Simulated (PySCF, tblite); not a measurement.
Isomers of C4H5F4O (doublet state). Method: GFN2-xTB as coded in tblite; computed harmonic values from a numerical Hessian at the method's own geometry, unscaled. This tight-binding method is rough: wavenumbers can miss measured ones by several per cent, in bad cases by 10 to 20. One conformer each. Open shells enter through the occupations alone, without spin polarisation, and single modes of such species can be off by tens of per cent.

Electronic energies: B3LYP/pcH-1 single points on the GFN2-xTB geometries (PySCF, gas phase).

| SMILES | electronic energy, lowest = 0 (kJ/mol) |
| --- | --- |
| [CH2]OC[C@H](F)C(F)(F)F | 28.4 |
| FCOC[CH]C(F)(F)F | 0.0 |
| CO[CH][C@@H](F)C(F)(F)F | 4.7 |
| COC[C](F)C(F)(F)F | 39.2 |

How do GFN2-xTB zero-point energies change the relative energies?

| SMILES | ZPE (kJ/mol) | of it from modes above 1550 cm⁻¹ | electronic (kJ/mol) | with ZPE, lowest = 0 (kJ/mol) | lowest mode (cm⁻¹) | rings |
| --- | --- | --- | --- | --- | --- | --- |
| FCOC[CH]C(F)(F)F | 227.7 | 86.8 | 0.0 | 0.0 | 17 | 0 |
| CO[CH][C@@H](F)C(F)(F)F | 228.5 | 89.7 | 4.7 | 5.5 | 39 | 0 |
| [CH2]OC[C@H](F)C(F)(F)F | 229.3 | 90.2 | 28.4 | 30.1 | 34 | 0 |
| COC[C](F)C(F)(F)F | 230.2 | 87.2 | 39.2 | 41.7 | 23 | 0 |

The zero-point energies span 2.5 kJ/mol, from `FCOC[CH]C(F)(F)F` to `COC[C](F)C(F)(F)F`. The order is unchanged.

And how do the electronic energies of GFN2-xTB itself compare?

`FCOC[CH]C(F)(F)F` 0.0; `CO[CH][C@@H](F)C(F)(F)F` 5.0; `[CH2]OC[C@H](F)C(F)(F)F` 35.7; `COC[C](F)C(F)(F)F` 31.6 kJ/mol, lowest = 0. Against the energies above, taken from the same isomer `FCOC[CH]C(F)(F)F`, the largest difference is 7.6 kJ/mol.
